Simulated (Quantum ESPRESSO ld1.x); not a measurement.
Species: Hg+. Configuration: [Xe] 4f14 5d8 6s1 6d2 (not the ground configuration). Calculated with ld1.x of Quantum ESPRESSO 7.5: scalar-relativistic Kohn-Sham, LDA (Slater exchange, VWN5 correlation), spin-polarised, spherical densities, point nucleus; open shells are filled with parallel spins first.

Normalised radial functions P(r) = r R(r), r in bohr:

r,6d down
0.002691,0.0000
0.003705,0.0001
0.005143,0.0002
0.007083,0.0004
0.009833,0.0010
0.01354,0.0023
0.01865,0.0050
0.02589,0.0107
0.03565,0.0210
0.04949,0.0381
0.06815,0.0596
0.09385,0.0760
0.1303,0.0662
0.1794,0.0123
0.2491,-0.0713
0.343,-0.1128
0.4724,-0.0517
0.6557,0.0908
0.903,0.1953
1.254,0.1645
1.726,-0.0056
2.396,-0.2454
3.3,-0.4337
4.545,-0.4851
6.309,-0.3705
8.688,-0.1809
12.06,-0.0464
16.61,-0.0056

6d down (empty): eigenvalue -4.478 eV, 3 radial nodes at r = 0.189, 0.537, 1.71 bohr, <r> = 5.04 bohr, 90 % of the charge inside 7.52 bohr.
